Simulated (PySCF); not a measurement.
# AlOI: from structure and modes to constants

These are results of PySCF, PBE0, basis Al def2-TZVP, O def2-TZVP, I def2-TZVP with ECP28 (scalar-relativistic core potentials, no spin–orbit coupling, density fitting), not measurements.

The singlet minimum has C∞v symmetry. Masses (u): Al 26.98154, O 15.99492, I 126.90447.

```xyz
3
charge 0 multiplicity 1, angstrom
Al    1.6607    0.0000    0.0000
O     3.2548    0.0000    0.0000
I    -0.7633    0.0000    0.0000
```

Harmonic wavenumbers (cm⁻¹): 158.3 (π, ×2), 316.1 (σ+, ×1), 1117.4 (σ+, ×1).

(1) What is the harmonic zero-point energy?

(2) Find the vibrational entropy and heat capacity at 298.15 K.

Answers

(1) Half the sum of all 4 wavenumbers, 1750/2 = 875 cm⁻¹, which is 10.5 kJ/mol (1 cm⁻¹ = 0.0119627 kJ/mol).

(2) With u = 1.43878 ω/T, each mode gives S = R[u/(eᵘ−1) − ln(1−e⁻ᵘ)] and C = R u² eᵘ/(eᵘ−1)².
| ω (cm⁻¹) | u | S (J/(mol K)) | C (J/(mol K)) |
| --- | --- | --- | --- |
| 158.3 (×2) | 0.764 | 10.75 | 7.92 |
| 316.1 | 1.525 | 5.57 | 6.87 |
| 1117.4 | 5.392 | 0.24 | 1.11 |
The sums over all modes are S = 27.3 and C = 23.8 J/(mol K); the softest mode gives 39 % of the entropy (each member, where degenerate).

Other isomers or separated fragments may lie lower.
